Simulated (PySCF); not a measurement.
## Distorted geometries of Lu(BH4)3

Lu(BH4)3 (singlet in the valence; each metal's 4f electrons, 14 of them, lie in its core potential, out of spins and levels). PySCF 2.14.0, RKS BP86, Lu lcecp-1-SVP with ECP60, B def2-SVP, H def2-SVP; non-relativistic Hamiltonian with scalar-relativistic core potentials where named; density fitting; no spin-orbit coupling. Relaxed geometry:

```xyz
16

Lu    0.0000    0.0000    0.0000
B     2.3947    0.0186    0.0000
H     3.6048   -0.0264    0.0000
H     1.8827   -0.5647    1.0057
H     1.8827   -0.5647   -1.0057
H     1.9271    1.1828    0.0000
B    -1.2135    2.0646    0.0000
H    -1.7796    3.1351    0.0000
H    -0.4523    1.9128    1.0057
H    -0.4523    1.9128   -1.0057
H    -1.9879    1.0775    0.0000
B    -1.1812   -2.0832    0.0000
H    -1.8253   -3.1087    0.0000
H    -1.4304   -1.3482    1.0057
H    -1.4304   -1.3482   -1.0057
H     0.0608   -2.2603    0.0000
```

Question: Order these distorted geometries by energy above the relaxed one, lowest first.
A.
```xyz
16

Lu    0.0096    0.0267   -0.0098
B     2.3740   -0.0004    0.0010
H     3.6058   -0.0052    0.0412
H     1.8808   -0.5610    0.9546
H     1.8817   -0.5451   -1.0491
H     1.9344    1.2142    0.0153
B    -1.2379    1.9692    0.0057
H    -1.7511    3.1463    0.0062
H    -0.4484    1.9163    1.0149
H    -0.4424    1.9226   -0.9973
H    -2.0131    1.0715   -0.0406
B    -1.1936   -2.0666    0.0478
H    -1.8185   -3.1252   -0.0231
H    -1.4240   -1.3409    0.9993
H    -1.4238   -1.3573   -0.9977
H     0.0664   -2.2652    0.0315
```
B.
```xyz
16

Lu    0.0103   -0.0681    0.0157
B     2.4244    0.0390   -0.0630
H     3.5696   -0.0185    0.0597
H     1.8322   -0.5930    0.9056
H     1.9495   -0.6472   -0.9546
H     1.9253    1.1057   -0.0006
B    -1.2308    1.9679    0.0171
H    -1.7914    3.2302    0.0161
H    -0.4704    1.8973    1.0415
H    -0.4717    1.8523   -0.9929
H    -2.0026    1.1300   -0.0570
B    -1.2000   -2.0122    0.0011
H    -1.7252   -3.0108   -0.0485
H    -1.4367   -1.2695    1.0556
H    -1.3940   -1.3725   -1.0239
H     0.0116   -2.2306    0.0279
```
C.
```xyz
16

Lu    0.2014   -0.0947   -0.0020
B     2.3620    0.1007    0.0441
H     3.6603   -0.2440    0.1265
H     1.8630   -0.6099    0.9758
H     1.8243   -0.4440   -1.0101
H     1.7369    1.1569   -0.0465
B    -1.3916    1.8524   -0.0057
H    -1.7272    3.2835    0.0237
H    -0.5289    1.9819    0.9201
H    -0.2295    1.8995   -1.0561
H    -2.0201    1.1388    0.0301
B    -1.0969   -2.0675   -0.1844
H    -1.8064   -2.9767    0.0350
H    -1.4452   -1.2978    1.1655
H    -1.4391   -1.4078   -1.0498
H     0.0373   -2.2712    0.0338
```

Answer: A (0.27 eV), B (0.83 eV), C (4.55 eV).

Question: Which forces (eV/Å) act in the one that lies 0.83 eV up?

Answer: 
```
Lu   0.68  1.28 -0.22
B   -1.10 -1.39  1.00
H    1.48 -0.04  0.03
H    0.43  0.09  0.29
H   -0.28 -0.15 -0.95
H   -0.54  1.44 -0.19
B    0.72  4.53  0.09
H    0.94 -2.28 -0.04
H   -0.17 -0.33 -0.23
H    0.13 -0.02  0.04
H   -1.62 -1.95  0.13
B    0.46  0.71  0.94
H   -1.30 -1.90  0.11
H   -0.09 -0.51 -0.67
H   -0.22  0.56 -0.40
H    0.48 -0.06  0.07
```
Forces carry noise of the integration grid, about 0.01 to 0.03 eV/Å.

An lcecp potential fixes the number of 4f electrons, so in runs with it no electron can move into or out of that shell.
